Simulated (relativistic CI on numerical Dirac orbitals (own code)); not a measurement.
# Level scheme of Cl⁴⁺

Calculated at this level of theory: Dirac-Coulomb-Breit CI, orbitals from a KLI potential per configuration, a model potential for QED, valence Slater integrals scaled by 0.85, P86 correlation estimate, and configurations built on the next ion tied to the tabulated ionisation energy (semi-empirical) (own radial code, finite nucleus).

Configurations in the expansion (outside the closed core [Ne]): 3s²3p, 3s²3d, 3s²4s, 3s²4p, 3s²4d, 3s²5s, 3s²4f, 3s3p², 3p³, 3s3p3d, 3p3d², 3p²3d, 3s3d², 3p²4s, 3s3p4s, 3p²4p, 3s²5p, 3s3d4s, 3s3p4p, 3s²5d, 3s3d4p, 3s²5f, 3s²5g, 3s3p4d. Levels of other configurations are missing.

The lowest level is 3s²3p ²P°1/2, with 96 % of that term; Hund's rules for 3s²3p give ²P° with J = 1/2, in agreement.

| No. | Configuration | Term | J | E (eV) | % | Landé g | Lifetime (s) | jj configuration (%) |
| --- | --- | --- | --- | --- | --- | --- | --- | --- |
| 1 | 3s²3p | ²P° | 1/2 | 0.0000 | 96 | 0.666 |  | 3p1/2 (96) |
| 2 | 3s²3p | ²P° | 3/2 | 0.1825 | 96 | 1.334 | 3.49e+01 | 3p3/2 (96) |
| 3 | 3s3p²‡ | ⁴P | 1/2 | 10.7209 | 99 | 2.670 | 3.36e-06 | 3s 3p1/2^2 (46) |
| 4 | 3s3p²‡ | ⁴P | 3/2 | 10.7862 | 99 | 1.735 | 1.72e-05 | 3s 3p1/2 3p3/2 (89) |
| 5 | 3s3p²‡ | ⁴P | 5/2 | 10.8884 | 99 | 1.601 | 6.94e-06 | 3s 3p3/2^2 (64) |
| 6 | 3s3p²‡ | ²D | 3/2 | 13.9884 | 82 | 0.800 | 3.48e-09 | 3s 3p1/2 3p3/2 (55) |
| 7 | 3s3p²‡ | ²D | 5/2 | 13.9973 | 82 | 1.201 | 3.65e-09 | 3s 3p1/2 3p3/2 (52) |
| 8 | 3s3p²‡ | ²S | 1/2 | 17.9290 | 97 | 1.995 | 2.68e-10 | 3s 3p3/2^2 (63) |
| 9 | 3s3p²‡ | ²P | 1/2 | 19.2825 | 95 | 0.673 | 8.86e-11 | 3s 3p1/2 3p3/2 (64) |
| 10 | 3s3p²‡ | ²P | 3/2 | 19.3991 | 96 | 1.334 | 8.79e-11 | 3s 3p3/2^2 (54) |
| 11 | 3s²3d | ²D | 3/2 | 22.3445 | 81 | 0.799 | 7.45e-11 | 3d3/2 (81) |
| 12 | 3s²3d | ²D | 5/2 | 22.3455 | 81 | 1.200 | 7.60e-11 | 3d5/2 (81) |
| 13 | 3p³‡ | ²D° | 3/2 | 28.0552 | 63 | 0.800 | 1.45e-09 | 3p1/2 3p3/2^2 (28) |
| 14 | 3p³‡ | ²D° | 5/2 | 28.0723 | 63 | 1.200 | 1.44e-09 | 3p1/2 3p3/2^2 (63) |
| 15 | 3p³‡ | ⁴S° | 3/2 | 29.2031 | 99 | 2.001 | 9.43e-11 | 3p1/2 3p3/2^2 (55) |
| 16 | 3s²4s | ²S | 1/2 | 30.8378 | 96 | 2.002 | 8.40e-11 | 4s (96) |
| 17 | 3s3p3d‡ | ⁴F° | 3/2 | 31.0584 | 100 | 0.399 | 2.82e-07 | 3s 3p1/2 3d3/2 (76) |
| 18 | 3s3p3d‡ | ⁴F° | 5/2 | 31.0945 | 100 | 1.029 | 2.27e-07 | 3s 3p3/2 3d3/2 (36) |
| 19 | 3s3p3d‡ | ⁴F° | 7/2 | 31.1460 | 100 | 1.239 | 2.56e-07 | 3s 3p3/2 3d3/2 (39) |
| 20 | 3s3p3d‡ | ⁴F° | 9/2 | 31.2141 | 100 | 1.334 |  | 3s 3p3/2 3d5/2 (100) |
| 21 | 3p³‡ | ²P° | 3/2 | 31.5935 | 74 | 1.335 | 2.43e-10 | 3p3/2^3 (41) |
| 22 | 3p³‡ | ²P° | 1/2 | 31.5978 | 75 | 0.666 | 2.41e-10 | 3p1/2 3p3/2^2 (75) |
| 23 | 3s3p3d‡ | ⁴P° | 5/2 | 33.5574 | 97 | 1.595 | 1.17e-10 | 3s 3p1/2 3d5/2 (61) |
| 24 | 3s3p3d‡ | ⁴P° | 3/2 | 33.6118 | 97 | 1.720 | 1.16e-10 | 3s 3p3/2 3d3/2 (34) |
| 25 | 3s3p3d‡ | ⁴P° | 1/2 | 33.6505 | 98 | 2.638 | 1.16e-10 | 3s 3p3/2 3d3/2 (78) |
| 26 | 3s3p3d‡ | ⁴D° | 1/2 | 33.9408 | 98 | 0.030 | 6.68e-11 | 3s 3p1/2 3d3/2 (47) |
| 27 | 3s3p3d‡ | ⁴D° | 3/2 | 33.9585 | 97 | 1.215 | 6.74e-11 | 3s 3p3/2 3d3/2 (58) |
| 28 | 3s3p3d‡ | ⁴D° | 5/2 | 33.9780 | 97 | 1.378 | 6.76e-11 | 3s 3p3/2 3d3/2 (48) |
| 29 | 3s3p3d‡ | ⁴D° | 7/2 | 33.9925 | 99 | 1.429 | 6.73e-11 | 3s 3p3/2 3d5/2 (70) |
| 30 | 3s3p3d‡ | ²D° | 5/2 | 35.0816 | 78 | 1.201 | 8.28e-11 | 3s 3p3/2 3d5/2 (42) |
| 31 | 3s3p3d‡ | ²D° | 3/2 | 35.0857 | 78 | 0.800 | 8.27e-11 | 3s 3p3/2 3d5/2 (31) |
| 32 | 3s²4p | ²P° | 1/2 | 35.7835 | 95 | 0.666 | 3.21e-10 | 4p1/2 (95) |
| 33 | 3s²4p | ²P° | 3/2 | 35.8343 | 95 | 1.334 | 3.18e-10 | 4p3/2 (95) |
| 34 | 3s3p3d‡ | ²F° | 5/2 | 36.7377 | 98 | 0.857 | 1.64e-10 | 3s 3p1/2 3d5/2 (43) |
| 35 | 3s3p3d‡ | ²F° | 7/2 | 36.8839 | 98 | 1.143 | 1.63e-10 | 3s 3p3/2 3d5/2 (63) |
| 36 | 3s3p3d‡ | ²F° | 7/2 | 39.8483 | 90 | 1.143 | 6.16e-11 | 3s 3p1/2 3d5/2 (38) |
| 37 | 3s3p3d‡ | ²F° | 5/2 | 39.8890 | 90 | 0.857 | 6.17e-11 | 3s 3p3/2 3d3/2 (56) |
| 38 | 3s3p3d‡ | ²P° | 3/2 | 39.9403 | 81 | 1.333 | 6.00e-11 | 3s 3p3/2 3d5/2 (33) |
| 39 | 3s3p3d‡ | ²P° | 1/2 | 39.9906 | 81 | 0.666 | 6.09e-11 | 3s 3p3/2 3d5/2 (65) |
| 40 | 3s3p3d‡ | ²P° | 1/2 | 41.7512 | 89 | 0.666 | 4.59e-11 | 3s 3p3/2 3d3/2 (58) |
| 41 | 3s3p3d‡ | ²P° | 3/2 | 41.7552 | 88 | 1.328 | 4.65e-11 | 3s 3p3/2 3d5/2 (57) |
| 42 | 3s3p3d‡ | ²D° | 3/2 | 42.0286 | 80 | 0.806 | 3.54e-11 | 3s 3p3/2 3d3/2 (44) |
| 43 | 3s3p3d‡ | ²D° | 5/2 | 42.0529 | 81 | 1.200 | 3.54e-11 | 3s 3p3/2 3d5/2 (48) |
| 44 | 3s²4d | ²D | 3/2 | 43.4109 | 98 | 0.799 | 4.00e-10 | 4d3/2 (98) |
| 45 | 3s²4d | ²D | 5/2 | 43.4125 | 98 | 1.200 | 4.00e-10 | 4d5/2 (98) |

Energies count from the lowest computed level; ° marks odd parity; lifetimes are radiative, by E1, M1, E2 decay to levels of this space only; some are left blank where a channel outside the calculation adds to the decay or the decay crosses a small, uncertain gap. Filled j subshells are mostly left out of the jj labels. ‡ marks configurations that were not tied to measured data.

The mean weight of the leading LS term, summed over parents, in these 45 levels is 90 %, and that of the leading jj configuration (from the same eigenvectors) 62 %, so LS coupling describes them better.

Configurations that consist of the next ion and one excited electron were tied to the tabulated ionisation energy; Rydberg ones are usually within 1,000 to 3,000 cm⁻¹ and the lowest ones within about 6,000 (9,000 in d shells), while levels on excited terms of the next ion carry the error of that term, and the other configurations can be misplaced by 10,000 cm⁻¹ or more. Rates follow the energies as ν³ (E1, M1) or ν⁵ (E2), so rates, branching and lifetimes can be off by large factors.
